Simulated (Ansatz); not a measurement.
`N#C[O][GaH2]` + `N#C[SiH](F)F` → `N#C[Si](F)(F)C#N` + `[OH][GaH2]`  (formal exchange of groups at a C–O bond)

Isolated molecules relaxed with PBE0-D4/def2-TZVP in Ansatz; ΔE leaves out vibrations. CBS: MP2 limit from def2 TZ/QZ plus the TZ coupled-cluster correction, frozen cores. This one scheme is used for every species. Functionals use def2-TZVPP. For Ga outer-core shells are correlated without core-valence functions, which leaves a few kJ/mol of doubt a bond. Scalar relativity is left out up to krypton.

`N#C[O][GaH2]`:

Cartesian coordinates in Å:
```
N 2.383 0.332 -1.005
C 1.489 0.412 -0.274
O 0.522 0.516 0.545
Ga -1.129 -0.268 0.285
H -1.225 -1.070 -1.035
H -2.040 0.078 1.484
```

`N#C[SiH](F)F`:

```xyz
6

N    -0.308   -1.938    1.437
C    -0.175   -1.015    0.762
Si    0.106    0.427   -0.343
F     0.174    1.711    0.563
F    -1.138    0.537   -1.301
H     1.341    0.277   -1.118
```

`N#C[Si](F)(F)C#N`:

```xyz
7

N     1.588    1.425   -1.652
C     0.766    0.931   -1.017
Si   -0.518    0.132   -0.001
F    -1.600   -0.496   -0.940
F    -1.170    1.201    0.936
C     0.225   -1.184    1.019
N     0.710   -2.010    1.655
```

`[OH][GaH2]`:

Cartesian coordinates in Å:
```
O 0.866 0.250 -0.902
Ga -0.372 0.134 0.382
H 1.188 -0.598 -1.214
H -0.792 -1.299 0.852
H -0.890 1.513 0.882
```

(1) Is it downhill or uphill in electronic energy at CCSD(T)/CBS, and by how much? (Estimate.)

(2) What do these levels give: r2SCAN-D4, B97M-V, r2SCAN0-D4, ωB97X-V, ωB97M-V, PBE-QIDH, revPBE, BLYP, CAM-B3LYP, HF/def2-SVP, CCSD/def2-SVP, MP2/def2-TZVPP? (Estimate.)

Largest T1 diagnostic among the species: 0.015.

Results:

(1) The calculation gave: Downhill: ΔE = -0.80 eV.

(2) Ansatz gave: r2SCAN-D4 -0.61, B97M-V -0.67, r2SCAN0-D4 -0.59, ωB97X-V -0.61, ωB97M-V -0.69, PBE-QIDH -0.64, revPBE -0.56, BLYP -0.58, CAM-B3LYP -0.59, HF/def2-SVP -0.37, CCSD/def2-SVP -0.58, MP2/def2-TZVPP -0.81 eV.

In def2-TZVPP, CCSD(T) changes the Hartree–Fock value by −0.25 eV (the triples alone add −0.02 eV) and MP2 by −0.30 eV. Leaving LDA and LC-ωPBE aside and taking each functional with its dispersion term where it has one, the values, not all of them listed here, spread over 0.13 eV, from ωB97M-V to HSE06-D4. LDA lies +0.07 eV from PBE without D4.
